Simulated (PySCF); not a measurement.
## Fractional electron number in Tb⁺ (terbium, charge +1)

The 6s alpha orbital of [Xe] 4f9 6s1 is emptied in steps (occupation f), with all orbitals relaxed, ending at [Xe] 4f9. Calculation: PySCF 2.14, in def2-SVP with the def2 core potential (28 electrons); a scalar-relativistic core potential. The exact energy is a straight line in f; departures are measured from the line between the end points of the same method.

```json
{"f": "1", "UHF (eV)": "0.000"}
{"f": "0.8", "UHF (eV)": "0.005"}
{"f": "0.6", "UHF (eV)": "0.008"}
{"f": "0.4", "UHF (eV)": "0.008"}
{"f": "0.2", "UHF (eV)": "0.005"}
{"f": "0", "UHF (eV)": "0.000"}
```

```json
{"method": "UHF", "E(f=0) − E(f=1) (eV)": "10.585", "−ε at f=1 (eV)": "10.618", "−ε at f=0.4 (eV)": "10.578"}
```

Orbital energy along the path (eV):

| f | UHF |
| --- | --- |
| 1 | -10.618 |
| 0.8 | -10.604 |
| 0.6 | -10.591 |
| 0.4 | -10.578 |
| 0.2 | -10.565 |
| 0 | -10.553 |

Reference removal energy between the ground levels: 11.513 ± 0.02 eV (semi-empirical (NIST evaluation); NIST Atomic Spectra Database, ionization energies). The calculation has no spin-orbit coupling. UHF lacks correlation.
